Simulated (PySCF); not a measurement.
**Te⁺: interval between two levels**

Te⁺ [Kr] 4d10 5s2 5p3 [4S3/2, M_J = 3/2] → Te⁺ [Kr] 4d10 5s1 5p4 [4P5/2, M_J = 5/2], as a difference of total energies. All numbers are calculated (PySCF 2.14, the two-component X2C-1e Hamiltonian, in x2c-SVPall-2c with one added diffuse shell each of s, p type (7s9p4d, 54 functions)). Correlated levels: [Ar] 3d10 frozen; the 6 highest virtual spinors dropped. "Screened" scales the spin-orbit matrix elements by Boettger's factors to mimic the two-electron term; Breit and QED terms are absent.

```tsv
method	interval between two levels (cm⁻¹)
GHF (spin-free)	76053
GMP2 (spin-free)	75518
GHF (screened spin-orbit)	74299
GMP2 (screened spin-orbit)	73731
```

The spin-free rows relax to the high-spin LS determinant and lack the spin-orbit shift.

Errors of the correlated levels include the incompleteness of this basis and the frozen core.

The labels give the starting determinants; with spin-orbit coupling the two ends relaxed to ⟨J²⟩ = 3.75, ⟨L²⟩ = 0.10, ⟨S²⟩ = 3.65 and ⟨J²⟩ = 8.77, ⟨L²⟩ = 2.07, ⟨S²⟩ = 3.74.

For comparison: 71193 cm⁻¹ (measured; NIST Handbook of Basic Atomic Spectroscopic Data (Sansonetti and Martin, J. Phys. Chem. Ref. Data 34, 1559 (2005))).
